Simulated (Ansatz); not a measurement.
```json
{"atom": "O", "x (Å)": "0.0000", "y (Å)": "0.0000", "z (Å)": "-0.4204"}
{"atom": "O", "x (Å)": "0.0000", "y (Å)": "1.0607", "z (Å)": "0.2102"}
{"atom": "O", "x (Å)": "0.0000", "y (Å)": "-1.0607", "z (Å)": "0.2102"}
```

Basis set: def2-TZVP (spherical functions). Frozen core: 3 orbitals. Charge 0, multiplicity 1.

Computed with Ansatz (development build ahead of 0.2.0); each method stands on the lowest determinant of its kind that the runs found. Restricted open shells among the atoms or ions are ROHF, correlated in semicanonical orbitals with singles.

The atomization energy at this shape (free ground-state atoms in the same class of orbitals less the molecule, no zero-point energy) of singlet O₃:

| method | atomization energy |
| --- | --- |
| RHF | -1.75 eV |

Task: What does RHF-MP2 give?

Result: 6.82 eV. Caution: in another basis set an unrestricted determinant lies well below. Caution for RHF: the molecule lies well above its atoms at this level.
